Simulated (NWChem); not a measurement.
Molecule: LiCl; SMILES [Li][Cl]

```xyz
2

Li     0.0000     0.0000    -1.6867
Cl     0.0000     0.0000     0.3170
```
Atoms are numbered in this order, from 1.

All runs: NWChem. Structure relaxed at the PBE0/def2-SVP level. GIAO values for the isolated, static molecule; σ is the absolute isotropic shielding.

What does the run give for PBE/pcSseg-2? Quantities: σ Li1 (ppm); σ Cl2 (ppm).


```yaml
"σ Li1 (ppm)": 86.3
"σ Cl2 (ppm)": 993.8
```
